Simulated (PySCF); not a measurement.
Species: C6H5F5.
Bonds: C1–C2 (double), C2–C3, C3–C4 (double), C3–C5, C5–F6, C5–F7, C5–C8, C8–F9, C8–F10, C8–F11. Hydrogens: H12, H13 on C1; H14 on C2; H15, H16 on C4.

The same species was optimised twice, with GFN2-xTB and with PBE0-D3(BJ)/def2-SVP (PySCF), and the same property calculations (PySCF, gas phase) were run on both structures.

| coordinate | GFN2-xTB | PBE0-D3(BJ)/def2-SVP | change |
| --- | --- | --- | --- |
| C1=C2 (Å) | 1.328 | 1.339 | +0.011 |
| C5–C8 (Å) | 1.557 | 1.546 | -0.011 |
| C5–F7 (Å) | 1.358 | 1.349 | -0.009 |
| C8–F9 (Å) | 1.337 | 1.328 | -0.009 |
| C3=C4 (Å) | 1.334 | 1.343 | +0.009 |
| C2–C3 (Å) | 1.456 | 1.464 | +0.008 |
| C8–F11 (Å) | 1.334 | 1.328 | -0.006 |
| C5–F6 (Å) | 1.354 | 1.349 | -0.005 |
| C8–F10 (Å) | 1.330 | 1.325 | -0.005 |
| C3–C5 (Å) | 1.514 | 1.513 | -0.001 |
| C3–C5–C8 (°) | 111.1 | 114.1 | +3.0 |
| F6–C5–F7 (°) | 105.1 | 107.3 | +2.2 |
| C3–C5–F6 (°) | 114.0 | 111.8 | -2.2 |
| C5–C8–F10 (°) | 112.3 | 110.1 | -2.2 |
| F9–C8–F11 (°) | 107.2 | 108.7 | +1.5 |
| C2–C3–C5 (°) | 120.1 | 121.4 | +1.3 |
| F6–C5–C8 (°) | 108.4 | 107.1 | -1.3 |
| F9–C8–F10 (°) | 107.6 | 108.7 | +1.1 |
| C1–C2–C3–C4 (°) | 178 | 180 | +2 |
| C2–C3–C5–F6 (°) | 42 | 40 | -2 |
| C3–C5–C8–F9 (°) | -55 | -60 | -5 |

Rotational constants: A = 1461, B = 1041, C = 917.4 MHz (GFN2-xTB) against A = 1494, B = 1029, C = 898.4 MHz (PBE0-D3(BJ)/def2-SVP). Point groups within 0.08 Å: C1 and C1. Atoms that the bonding makes alike are paired by their places after alignment.

On the GFN2-xTB structure: HOMO (eV) -7.45 [PBE0/pcSseg-1]; LUMO (eV) -1.55 [PBE0/pcSseg-1]; dipole (D) 2.39 [PBE0/pcSseg-1]; GIAO shielding of C1 (ppm) 57.4 [PBE0/pcSseg-1]; GIAO shielding of C2 (ppm) 47.8 [PBE0/pcSseg-1]; GIAO shielding of C3 (ppm) 41.5 [PBE0/pcSseg-1]; GIAO shielding of C4 (ppm) 53.3 [PBE0/pcSseg-1]; GIAO shielding of C5 (ppm) 65.0 [PBE0/pcSseg-1]; GIAO shielding of F6/F7 (mean) (ppm) 307.1 [PBE0/pcSseg-1]; GIAO shielding of C8 (ppm) 58.0 [PBE0/pcSseg-1]; GIAO shielding of F9/F10/F11 (mean) (ppm) 266.8 [PBE0/pcSseg-1].

Task: What do these properties become on the PBE0-D3(BJ)/def2-SVP structure?

Result: 
```tsv
property	level	on GFN2-xTB	on PBE0-D3(BJ)/def2-SVP	change
HOMO (eV)	PBE0/pcSseg-1	-7.45	-7.39	+0.06
LUMO (eV)	PBE0/pcSseg-1	-1.55	-1.55	0.00
dipole (D)	PBE0/pcSseg-1	2.39	2.29	-0.10
energy, GFN2-xTB geometry as zero (kcal/mol)	PBE0/pcSseg-1	0.0	-1.2	-1.2
GIAO shielding of C1 (ppm)	PBE0/pcSseg-1	57.4	54.8	-2.6
GIAO shielding of C2 (ppm)	PBE0/pcSseg-1	47.8	44.4	-3.4
GIAO shielding of C3 (ppm)	PBE0/pcSseg-1	41.5	39.4	-2.1
GIAO shielding of C4 (ppm)	PBE0/pcSseg-1	53.3	49.6	-3.7
GIAO shielding of C5 (ppm)	PBE0/pcSseg-1	65.0	67.3	+2.3
GIAO shielding of F6/F7 (mean) (ppm)	PBE0/pcSseg-1	307.1	311.6	+4.5
GIAO shielding of C8 (ppm)	PBE0/pcSseg-1	58.0	59.8	+1.8
GIAO shielding of F9/F10/F11 (mean) (ppm)	PBE0/pcSseg-1	266.8	274.5	+7.7
```

The heavy atoms differ by 0.062 Å rms after alignment (one structure mirrored). Among bonds between heavy atoms C1=C2 and C5–C8 change most and about equally (-0.011 to +0.011 Å). Changes are differences of the printed values. Neither structure is proved a minimum here.

Shape of the structure used: `[CH2:1]=[CH:2][C:3](=[CH2:4])[C:5]([F:6])([F:7])[C:8]([F:9])([F:10])[F:11]`: C1–C2–C3–C4 180°, C2–C3–C5–F6 40°, C3–C5–C8–F9 -60°.
